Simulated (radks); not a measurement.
The numbers below are computed, except where a source is named.
Task: Species: the xenon ion Xe35+. Configuration: [Ar] 3d1 (the NIST ground configuration). Level of theory: scalar-relativistic Kohn-Sham, PBE, spin-polarised, spherical densities, finite nucleus; open shells are filled with parallel spins first (spin-orbit coupling, left out, can overturn this in heavy ions); Fermi nuclear charge, rms radius 4.7859 fm (a radial shooting solver on a logarithmic mesh with Libxc functionals). Some entries of the table are withheld. Estimate them.

orbital,occ.,eigenvalue (eV),<r^2> (bohr^2)
1s up,1,-36223.88,0.0009639
1s down,1,-36223.85,0.0009638
2s up,1,-7162.083,0.01520
2s down,1,-7157.954,0.01519
2p up,3,(1),0.01201
2p down,3,(2),0.01200
3s up,1,(3),(4)
3s down,1,(5),(6)
3p up,3,-2458.283,0.08749
3p down,3,-2453.601,0.08766
3d up,1,-2246.896,0.06925
3d down,0,-2240.903,0.06944

Result: 
(1) 2p up eigenvalue (eV): -6625.255
(2) 2p down eigenvalue (eV): -6622.151
(3) 3s up eigenvalue (eV): -2628.113
(4) 3s up <r^2> (bohr^2): 0.09078
(5) 3s down eigenvalue (eV): -2623.659
(6) 3s down <r^2> (bohr^2): 0.09093
